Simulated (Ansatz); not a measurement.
Ansatz (a first-principles code) input (CCSD(T)/aug-cc-pVQZ):

Ansatz 0.2 input:
```yaml
crystal:
  periodic: [false, false, false]
  atoms:
    - {symbol: C, position_ang: [-1.94985598, -0.12542302, 0.30106425]}
    - {symbol: N, position_ang: [-0.75538567, 0.59690813, -0.03974377]}
    - {symbol: C, position_ang: [-0.56333501, 1.70354555, 0.85705084]}
    - {symbol: Ge, position_ang: [0.80361053, -0.58274749, -0.36928065]}
    - {symbol: H, position_ang: [-2.84760054, 0.51560434, 0.22516144]}
    - {symbol: H, position_ang: [-1.95038310, -0.53277701, 1.33774520]}
    - {symbol: H, position_ang: [-2.08435449, -0.97332882, -0.37640278]}
    - {symbol: H, position_ang: [-0.42617983, 1.39392079, 1.91613003]}
    - {symbol: H, position_ang: [-1.42910341, 2.39478313, 0.83855713]}
    - {symbol: H, position_ang: [0.32643441, 2.26680780, 0.57211986]}
    - {symbol: H, position_ang: [1.23653394, -0.72562074, 1.21300597]}
    - {symbol: H, position_ang: [1.82596172, 0.66143804, -0.57982021]}
basis:
  gaussian:
    orbitals: aug-cc-pVQZ
total_charge: -1
magnetization: {spin_polarized: false}
correlation: {method: ccsd_t, electrons: outside_noble_gas}
```

End of the output:

```
integrals: 34.48 GiB planned
4143 factors; integrals over basis functions are off by at most 7.1e-4 eV
13.89 GiB of device memory are held for the factors and their scratch space
mean field: 13.02 GiB planned
mean field evaluation 1: about -60142.4997 eV, gradient 2.4e1 eV
mean field evaluation 2: about -60142.5369 eV, gradient 2.4e1 eV
mean field evaluation 4: about -60144.6387 eV, gradient 4.0e0 eV
mean field evaluation 8: about -60144.6806 eV, gradient 2.2e-1 eV
mean field evaluation 16: about -60144.4186 eV, gradient 6.7e0 eV
mean field -60144.68110109 eV, -2210.2762629359 hartree, gradient 3.0e-6 eV, S^2 0.000000; 0 other end points of the search recorded, 0 dependent functions left out
17 core orbitals not correlated
reference -60144.68110109 eV, -2210.2762629359 hartree; 13, 13 occupied and 671, 671 virtual orbitals, 4143 factors
second order -20.76051187 eV of doubles, -0.00000000 eV of singles
coupled cluster: 53.56 GiB planned
cycle   1  -21.05430940 eV  change   -2.9e-1 eV  update   1.1e-1
cycle   2  -21.61385107 eV  change   -5.6e-1 eV  update   3.4e-2
cycle   3  -21.73973772 eV  change   -1.3e-1 eV  update   1.9e-2
cycle   4  -21.73303316 eV  change    6.7e-3 eV  update   5.5e-3
cycle   5  -21.72821066 eV  change    4.8e-3 eV  update   3.4e-3
cycle   6  -21.72875128 eV  change   -5.4e-4 eV  update   1.4e-3
cycle   7  -21.72885888 eV  change   -1.1e-4 eV  update   6.8e-4
cycle   8  -21.72858836 eV  change    2.7e-4 eV  update   3.1e-4
cycle   9  -21.72855478 eV  change    3.4e-5 eV  update   1.4e-4
cycle  10  -21.72870987 eV  change   -1.6e-4 eV  update   6.4e-5
cycle  11  -21.72863557 eV  change    7.4e-5 eV  update   2.8e-5
cycle  12  -21.72864160 eV  change   -6.0e-6 eV  update   1.3e-5
perturbative correction -0.95369474 eV, -0.0350476351 hartree
Total energy: -60167.36343743 eV, -2211.1098234218 hartree
```

It need not be the lowest isomer of its formula. Whether it binds its extra electron was not tested at this geometry.
